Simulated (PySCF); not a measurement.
Species: C7H8BN.
SMILES: `[BH3-][N+]1=CC=CC(C#C)=C1`

Level of theory: B3LYP/def2-SV(P) geometry optimisation, gas phase in PySCF 2.14.0.

Take the most abundant isotopes and a rigid rotor. 

Question: What are A, B and C (MHz)?

Answer: Ia = 154.14, Ib = 421.64, Ic = 571.52 u·Å²; 505379 MHz·u·Å²/I gives A = 3279, B = 1199, C = 884.3 MHz.

Question: What kind of rotor is it?

Answer: An asymmetric top: κ = (2 × 1199 − 3279 − 884.3)/(3279 − 884.3) = -0.74.

Question: What does the inertial defect say?

Answer: Not planar: Δ = Ic − Ia − Ib = -4.25 u·Å². For a rigid frame Δ = −2 Σ m c², so Σ m c² = 2.13 u·Å² lies off the ab plane: 2.10 from hydrogen and 0.02 from heavier atoms. The atom farthest from that plane is 1.23 Å away.

Question: Give the other two planar moments, Paa and Pbb, and the rms extents of the mass along the axes.

Answer: Paa = Σ m a² = (Ib + Ic − Ia)/2 = 419.51 and Pbb = Σ m b² = (Ia + Ic − Ib)/2 = 152.01 u·Å². With the mass M = 117.07 u, the rms extents √(P/M) along a, b and c are 1.89, 1.14, 0.13 Å.

Question: Where do the levels up to J = 4 lie, in K?

Answer: Above 0(0,0), as E/k:
J = 1: 1(0,1) 0.100, 1(1,1) 0.200, 1(1,0) 0.215
J = 2: 2(0,2) 0.298, 2(1,2) 0.385, 2(1,1) 0.430, 2(2,1) 0.729, 2(2,0) 0.731
J = 3: 3(0,3) 0.592, 3(1,3) 0.661, 3(1,2) 0.751, 3(2,2) 1.029, 3(2,1) 1.037, 3(3,1) 1.567, 3(3,0) 1.567
J = 4: 4(0,4) 0.977, 4(1,4) 1.028, 4(1,3) 1.178, 4(2,3) 1.428, 4(2,2) 1.451, 4(3,2) 1.970, 4(3,1) 1.971, 4(4,1) 2.719, 4(4,0) 2.719
Those of J = 1 are B + C, A + C and A + B.

Question: Which lines would a microwave search look for?

Answer: The dipole components are |μa| = 4.81 D, |μb| = 4.56 D, |μc| = 0.05 D. The squared components, which scale the intensities, stand as 1.00 : 0.90 : 0.00 (a : b : c). Some lines, for components of 0.1 D or more:

```
type  branch         J(Ka,Kc)    MHz  lower level (cm⁻¹)
   b       R  3(1,2) ← 2(2,1)    458               0.507
   a       Q  3(1,2) ← 3(1,3)   1884               0.459
   b       R  2(0,2) ← 1(1,1)   2053               0.139
   a       R  1(0,1) ← 0(0,0)   2083               0.000
   b       Q  1(1,0) ← 1(0,1)   2394               0.069
   b       Q  2(1,1) ← 2(0,2)   2742               0.207
   b       Q  3(1,2) ← 3(0,3)   3321               0.411
   a       R  2(1,2) ← 1(1,1)   3851               0.139
   b       R  1(1,1) ← 0(0,0)   4163               0.000
   b       R  3(0,3) ← 2(1,2)   4320               0.267
   b       R  2(1,2) ← 1(0,1)   5932               0.069
   b       Q  3(2,1) ← 3(1,2)   5953               0.522
   a       R  3(0,3) ← 2(0,2)   6119               0.207
   a       R  3(2,2) ← 2(2,1)   6249               0.507
   a       R  3(1,2) ← 2(1,1)   6698               0.299
   b       Q  2(2,1) ← 2(1,2)   7183               0.267
   b       R  3(1,3) ← 2(0,2)   7556               0.207
   b       Q  3(2,2) ← 3(1,3)   7675               0.459
   b       R  2(2,1) ← 1(1,0)  10721               0.149
   b       Q  3(3,0) ← 3(2,1)  11046               0.721
   b       R  2(2,0) ← 1(1,1)  11068               0.139
   b       R  3(2,2) ← 2(1,1)  12489               0.299
   b       R  3(2,1) ← 2(1,2)  13595               0.267
   b       R  3(3,0) ← 2(2,1)  17457               0.507
```

No frequency check. Zero-point vibration and centrifugal distortion are left out. A rigid rotor knows nothing of internal rotation, which can split or shift real lines. Quadrupole hyperfine structure (11B, 14N) is left out.

Time: 58 s; peak memory 0.62 GiB. Hardware: one thread, Arm Neoverse N1 (aarch64), shared host with 64 logical CPUs at a one-minute load of 55. That covers the optimisation of the geometry.
